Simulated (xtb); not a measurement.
CH4N2O2Si, SMILES N#CO[Si@@H](N)O. All values are semi-empirical tight-binding results from xtb (GFN2-xTB unless named), good for trends rather than for accurate numbers. The structure is a stationary point at GFN2-xTB. The structure was generated by enumeration; whether it is a known compound was not checked. One conformer was computed; it need not be the lowest.

Task: Estimate the properties. (The exact figures need the calculation; the answer reports its results.)

Result: 
```json
{
 "orbital_gap": "6.12 eV",
 "dipole_moment": "4.67 D",
 "zero_point_energy": "37.7 kcal/mol",
 "G − E(el) at 298.15 K (modified RRHO)": "17.0 kcal/mol",
 "static polarisability (D4 model)": "64.8 bohr³",
 "solvation energy, GFN2-xTB/ALPB(water)": "-12.8 kcal/mol",
 "solvation energy, GFN2-xTB/ALPB(dmf)": "-12.9 kcal/mol"
}
```
